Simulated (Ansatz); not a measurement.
`FC1CC[Te]1`, relaxed with RKS PBE0-D4/def2-TZVP in the Gaussian-basis code of Ansatz from a PBE-D4/def2-SVP geometry. The force threshold is 0.005 eV/Å; the program also tests the step.

Total charge 0; spin multiplicity 1. Te: def2 effective core potential.

Start:

```xyz
10

F    -1.430   -1.008   -1.448
C    -0.839   -0.886   -0.217
C    -0.370    0.550    0.088
C     1.167    0.481    0.219
Te    1.232   -1.708   -0.084
H    -1.506   -1.349    0.538
H    -0.850    0.940    1.009
H    -0.694    1.203   -0.749
H     1.728    1.014   -0.570
H     1.561    0.761    1.213
```

```tsv
step	energy (eV)	largest force (eV/Å)	largest move (Å)
1	-13198.3106	0.898	0.000
2	-13198.3706	0.385	0.075
3	-13198.3782	0.147	0.027
4	-13198.3790	0.054	0.005
5	-13198.3791	0.006	0.003
6	-13198.3792	0.009	0.006
7	-13198.3792	0.012	0.002
8	-13198.3794	0.054	0.020
9 (rejected)	-13198.3691	0.638	0.196
10 (rejected)	-13198.3783	0.115	0.020
11	-13198.3798	0.035	0.010
12	-13198.3836	0.104	0.098
13 (rejected)	-13198.3766	0.407	0.146
14	-13198.3893	0.119	0.073
15	-13198.3959	0.084	0.074
16	-13198.3975	0.193	0.110
17	-13198.4014	0.016	0.017
18	-13198.4014	0.028	0.003
19	-13198.4015	0.003	0.002
```

End:

```xyz
10

F    -1.076   -0.934   -1.587
C    -0.816   -0.864   -0.241
C    -0.384    0.534    0.183
C     1.145    0.477    0.150
Te    1.124   -1.687    0.288
H    -1.667   -1.295    0.285
H    -0.730    0.707    1.205
H    -0.825    1.306   -0.457
H     1.578    0.780   -0.800
H     1.651    0.976    0.973
```

Hardware: 4 threads of a server CPU on a shared host. Wall time 68 s, peak host memory 0.52 GiB.
